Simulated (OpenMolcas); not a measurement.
An atom or ion with 6 electrons was computed by MS-RASPT2, IPEA 0.25 Eh, imaginary shift 0.1 Eh with spin-orbit coupling (OpenMolcas, ANO-RCC-VTZP, DKH2). The lowest levels that the run gave, each within 12 % of the measured value where one is at hand:

```json
{"J": "0", "Parity": "even", "E (cm-1)": "0.0", "g": ""}
{"J": "1", "Parity": "even", "E (cm-1)": "43.7", "g": "1.501"}
{"J": "2", "Parity": "even", "E (cm-1)": "130", "g": "1.501"}
{"J": "2", "Parity": "even", "E (cm-1)": "15900", "g": "1.000"}
{"J": "0", "Parity": "even", "E (cm-1)": "33450", "g": ""}
{"J": "2", "Parity": "odd", "E (cm-1)": "45160", "g": "2.002"}
{"J": "1", "Parity": "odd", "E (cm-1)": "91900", "g": "0.499"}
{"J": "2", "Parity": "odd", "E (cm-1)": "91900", "g": "1.167"}
{"J": "3", "Parity": "odd", "E (cm-1)": "91900", "g": "1.334"}
{"J": "0", "Parity": "odd", "E (cm-1)": "109720", "g": ""}
{"J": "1", "Parity": "odd", "E (cm-1)": "109720", "g": "1.501"}
{"J": "2", "Parity": "odd", "E (cm-1)": "109720", "g": "1.501"}
```

Question: Which ion is it, and what are the configurations and terms?

Answer: N+ (Z = 7, charge +1; active space 4 electrons in 9 orbitals (RAS2 2s 2p; RAS3 3d, at most 2 electrons)). J, parity and g give the terms where levels are pure, and mixed ones are named by the computed weights; the size of the splittings, set against known spectra of the 6-electron sequence, gives the charge. In order, with the measured energies in cm-1 (NIST Handbook of Basic Atomic Spectroscopic Data): 2s2 2p2 3P0, 2s2 2p2 3P1 (48.7), 2s2 2p2 3P2 (131), 2s2 2p2 1D2 (15316), 2s2 2p2 1S0 (32689), 2s 2p3 5S* 2 (46785), 2s 2p3 3D* 1 (92251), 2s 2p3 3D* 2 (92250), 2s 2p3 3D* 3 (92236), 2s 2p3 3P* 0 (109223), 2s 2p3 3P* 1 (109216), 2s 2p3 3P* 2 (109217).

CASPT2 does not keep the components of a term degenerate, so their means are used; among the terms shown or strongly mixed into the levels shown the widest spread is 41 cm-1 (2s 2p3 3D*). Active for correlation alone: 3d; no level in the range computed is led by a configuration that fills it, so any true level of that kind is missing. Computed and measured levels are paired by configuration, term and J; levels that our copy of the source lacks, or whose pairing is in doubt (as where it misses far off the trend of its configuration), stay unpaired and out of the deviations. Only configurations of the active space appear.

* marks odd parity.
